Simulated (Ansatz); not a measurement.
Cartesian coordinates (Å):
```xyz
13

C      2.9963    -0.0840     0.4500
C      1.8897    -0.1396    -0.0113
C      0.5339    -0.1974    -0.5401
C     -0.5372     0.1692     0.4991
C     -1.9456     0.1007    -0.0804
H      3.9778    -0.0366     0.8524
H      0.3400    -1.2045    -0.9233
H      0.4539     0.4770    -1.3989
H     -0.3325     1.1736     0.8767
H     -0.4464    -0.5069     1.3522
H     -2.0611     0.7894    -0.9209
H     -2.1759    -0.9045    -0.4417
H     -2.6930     0.3636     0.6697
```
Charge 0, spin multiplicity 1.

All values below come from frozen-core CCSD(T)/cc-pVTZ // B3LYP-D3(BJ)/def2-TZVP run with Ansatz (a program for electronic structure).

The HF energy comes out as -194.00425 Ha and the MP2 correlation energy is -0.82949 Ha.

Question: Estimate the CCSD correlation energy, the (T) correction, the total energy and the T1 diagnostic.

Answer: 
```yaml
CCSD correlation energy: -0.87128 Ha
"(T) correction": -0.03871 Ha
CCSD(T) total energy: -194.91424 Ha
T1 diagnostic: 0.010
```
